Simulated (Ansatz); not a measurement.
`[OH][Hf]([Cl])([Cl])[Cl]` and `[SiH3][O][Hf]([Cl])([Cl])[Cl]` differ in one atom or group.

Ansatz, PBE0-D4/def2-TZVP geometries, multiplicity 1. Each molecule was computed in one conformer, which needn't be the lowest.

Elements past krypton have def2 core potentials.

```json
{"property": "LUMO energy (ωB97M-V/def2-TZVPP) / eV", "`[OH][Hf]([Cl])([Cl])[Cl]`": "0.70"}
{"property": "size of the dipole moment (B3LYP/def2-TZVPP) / D", "`[OH][Hf]([Cl])([Cl])[Cl]`": "2.81"}
{"property": "size of the dipole moment (ωB97M-V/def2-TZVPP) / D", "`[OH][Hf]([Cl])([Cl])[Cl]`": "2.85"}
{"property": "LUMO energy (PBE/def2-TZVPP) / eV", "`[OH][Hf]([Cl])([Cl])[Cl]`": "-2.22"}
{"property": "HOMO energy (ωB97M-V/def2-TZVPP) / eV", "`[OH][Hf]([Cl])([Cl])[Cl]`": "-11.51"}
{"property": "HOMO–LUMO gap (PBE/def2-TZVPP) / eV", "`[OH][Hf]([Cl])([Cl])[Cl]`": "5.68"}
```

(1) What does the change do to each property? (Estimate.)

Answers

(1) The calculation gave: 
| property | `[SiH3][O][Hf]([Cl])([Cl])[Cl]` | shift |
| --- | --- | --- |
| LUMO energy (ωB97M-V/def2-TZVPP) / eV | 0.56 | -0.14 |
| size of the dipole moment (B3LYP/def2-TZVPP) / D | 1.89 | -0.92 |
| size of the dipole moment (ωB97M-V/def2-TZVPP) / D | 1.85 | -1.00 |
| LUMO energy (PBE/def2-TZVPP) / eV | -2.36 | -0.14 |
| HOMO energy (ωB97M-V/def2-TZVPP) / eV | -11.64 | -0.13 |
| HOMO–LUMO gap (PBE/def2-TZVPP) / eV | 5.62 | -0.06 |

Dipoles are sizes alone; their direction can turn.

B3LYP here is the variant with VWN-RPA as its local correlation; programs differ in this.
